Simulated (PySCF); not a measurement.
PySCF job for 3-fluoro-3-methyloxetane (C4H7FO), SMILES CC1(F)COC1, PBE0/pcSseg-1. The structure is a stationary point at PBE0-D3(BJ)/def2-SVP.

```python
import numpy as np
from pyscf import gto, scf, dft
from pyscf.prop.nmr import rks as nmr

mol = gto.M(
    atom='''
    C    -1.08959777   -1.36355546    0.00000000
    C     0.07037774   -0.40519461    0.00000000
    F     1.24321919   -1.11948622    0.00000000
    C     0.03446289    0.73518356   -1.02353207
    O    -0.23251169    1.68973556    0.00000000
    C     0.03446290    0.73518357    1.02353206
    H    -1.05295938   -2.00521626    0.89303643
    H    -1.05295938   -2.00521626   -0.89303643
    H    -2.04114107   -0.81313236    0.00000000
    H    -0.75628942    0.70062885   -1.79195940
    H     1.01626245    0.88504817   -1.50796884
    H    -0.75628943    0.70062886    1.79195939
    H     1.01626244    0.88504818    1.50796883
    ''',
    basis='pcSseg-1',
    charge=0,
    spin=0,
    max_memory=1600,
    verbose=3,
)
mf = dft.RKS(mol, xc='pbe0')
mf.grids.level = 3
mf.conv_tol = 1e-10
mf.max_cycle = 100
mf.kernel()
n = nmr.NMR(mf)
n.verbose = 2
n.max_cycle_cphf = 60
sigma = n.kernel()
print('atom   isotropic/ppm   span/ppm')
for i, s in enumerate(sigma):
    w = np.linalg.eigvalsh((s + s.T) / 2)
    print(f'{mol.atom_symbol(i):2s}{i + 1:3d} {w.mean():14.3f} {w[2] - w[0]:11.3f}')
```

It prints:

```
converged SCF energy = -331.267673873591
atom   isotropic/ppm   span/ppm
C   1        160.736      36.865
C   2         93.298      69.583
F   3        335.365      30.141
C   4        101.018      63.379
O   5        353.030     106.010
C   6        101.018      63.379
H   7         29.756       8.968
H   8         29.756       8.968
H   9         29.785       9.008
H  10         27.027       6.193
H  11         26.461       5.735
H  12         27.027       6.193
H  13         26.461       5.735
```

Self-consistency was reached.

Cost: roughly 70 core-seconds.
